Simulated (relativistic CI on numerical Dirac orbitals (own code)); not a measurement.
# Hf⁺: resonant inelastic scattering at the L2,3 edge

Computed with this model: Dirac-Coulomb-Breit CI, KLI orbitals optimised for each configuration, a model potential for QED, valence Slater integrals scaled by 0.8, Kramers-Heisenberg scattering through one core-hole configuration in a parametric crystal field; configurations [Xe] 4f14 5d3 → [He] 2s2 2p5 3s2 3p6 3d10 4s2 4p6 4d10 4f14 5s2 5p6 5d4; 80 K; core-hole width 3 eV; summed over polarisations. Incident energies are the highest absorption maxima for each field (at most a few, so the weaker spin-orbit partner edge can be absent), on the computed scale of the free ion. Intensities are in per cent of the strongest line above 0.02 eV; levels within 1 cm⁻¹ are merged; final levels count from the ground level, the first row holds all elastic scattering, lines under 0.4 are left out and each table stops after 24 rows. The scale of the Slater integrals is a model choice and moves the terms in proportion. The configuration is assumed, with all valence electrons in the open shell; the free ion's ground configuration is another.

Field parameters in Wybourne normalisation: Oh B⁴₀ = 21Dq, B⁴₄ = √(5/14) B⁴₀. The field is a parameter set, without covalency.

S is read from ⟨S²⟩ = S(S + 1).

Oh, 10Dq = 4050 cm⁻¹:

```csv
Final level (eV),Degeneracy,Irrep,S,9557.5 eV,10736.6 eV
0.000,4,Γ8,1.49,3697.5,427.4
0.476,4,Γ8,1.46,86.2,46.7
0.491,2,Γ7,1.49,29.9,11.5
0.546,4,Γ8,1.49,100.0,40.3
0.567,2,Γ6,1.48,35.7,19.2
0.809,2,Γ7,1.47,3.5,16.8
0.840,4,Γ8,1.33,14.0,22.5
0.880,4,Γ8,1.27,52.9,22.8
0.955,2,Γ6,1.40,67.9,5.9
1.036,4,Γ8,0.72,34.7,13.8
1.090,2,Γ6,0.60,31.3,15.8
1.133,4,Γ8,0.94,44.2,15.7
1.385,4,Γ8,0.94,39.2,23.2
1.401,2,Γ6,1.13,54.8,2.0
1.403,2,Γ7,0.56,9.7,5.9
1.440,4,Γ8,0.97,64.3,16.3
1.515,2,Γ6,0.80,6.9,3.3
1.540,4,Γ8,0.94,15.9,23.5
1.551,2,Γ7,1.07,17.8,31.0
1.567,2,Γ6,0.80,8.5,3.3
1.590,4,Γ8,1.15,12.1,4.7
1.628,2,Γ7,1.08,9.8,2.1
1.727,4,Γ8,0.71,5.8,8.1
1.797,4,Γ8,0.63,2.9,2.0
```

Oh, 10Dq = 9100 cm⁻¹:

| Final level (eV) | Degeneracy | Irrep | S | 9557.6 eV | 10736.6 eV |
| --- | --- | --- | --- | --- | --- |
| 0.000 | 4 | Γ8 | 1.49 | 2267.3 | 327.5 |
| 0.940 | 4 | Γ8 | 0.89 | 9.8 | 45.1 |
| 1.028 | 4 | Γ8 | 0.58 | 8.1 | 16.0 |
| 1.054 | 2 | Γ6 | 0.84 | 5.9 | 25.9 |
| 1.096 | 2 | Γ7 | 1.49 | 28.5 | 9.4 |
| 1.133 | 4 | Γ8 | 1.46 | 94.3 | 36.6 |
| 1.224 | 2 | Γ6 | 1.30 | 50.6 | 2.7 |
| 1.229 | 4 | Γ8 | 1.26 | 100.0 | 2.7 |
| 1.510 | 2 | Γ7 | 1.01 | 10.5 | 32.5 |
| 1.539 | 4 | Γ8 | 0.81 | 26.2 | 38.2 |
| 1.673 | 2 | Γ6 | 1.41 | 49.4 | 1.3 |
| 1.709 | 4 | Γ8 | 1.33 | 34.3 | 7.6 |
| 1.722 | 4 | Γ8 | 1.45 | 44.4 | 7.2 |
| 1.742 | 2 | Γ7 | 1.15 | 17.8 | 0.7 |
| 2.030 | 2 | Γ6 | 0.67 | 8.1 | 0.7 |
| 2.147 | 2 | Γ6 | 0.53 | 1.7 | 1.5 |
| 2.150 | 6 | Γ7+Γ8 | 0.54 | 19.0 | 12.7 |
| 2.212 | 4 | Γ8 | 0.65 | 3.3 | 1.0 |
| 2.346 | 4 | Γ8 | 0.62 | 2.6 | 1.4 |
| 2.508 | 2 | Γ6 | 0.88 | 7.2 | 5.2 |
| 2.509 | 4 | Γ8 | 0.95 | 11.8 | 11.2 |
| 2.585 | 2 | Γ7 | 1.47 | 1.4 | 3.8 |
| 2.619 | 4 | Γ8 | 1.40 | 2.4 | 4.3 |
| 2.695 | 2 | Γ6 | 1.22 | 7.9 | 1.3 |

For the first field the strongest loss at the lowest incident energy is the level at 0.55 eV (S = 1.49, against 1.49 in the thermal ground state). Levels of other spin, the first over 8 % at 1.04 eV, appear because spin-orbit coupling of the core hole, and in heavier ions of the valence shell too, mixes spins.
